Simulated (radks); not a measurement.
Valence configurations of S+ (all share [Ne]). All-electron calculation, scalar-relativistic Kohn-Sham, SCAN, spin-unpolarised, spherical densities, finite nucleus; meta-GGA in the generalised Kohn-Sham scheme; Fermi nuclear charge, rms radius 3.2611 fm. Program: a radial shooting solver on a logarithmic mesh with Libxc functionals. Energies are relative to 3s2 3p3; eigenvalues in eV.

\begin{tabular}{lrrr}
valence & E (eV) & e(3p) & e(3s) \\ \hline
3s2 3p3 & 0.000 & -16.970 & -28.382 \\
3p5 & 22.911 & -18.123 & - \\
3s1 3p4 & 11.438 & -17.577 & -29.040 \\
3s1.5 3p3.5 & 5.730 & -17.280 & -28.723 \\
3s0.5 3p4.5 & 17.183 & -17.859 & -29.326 \\
\end{tabular}

NIST lists [Ne] 3s2 3p3 as the ground configuration; this level of theory agrees among the configurations tried. The energies are those of spherical spin-averaged densities, not of single terms.
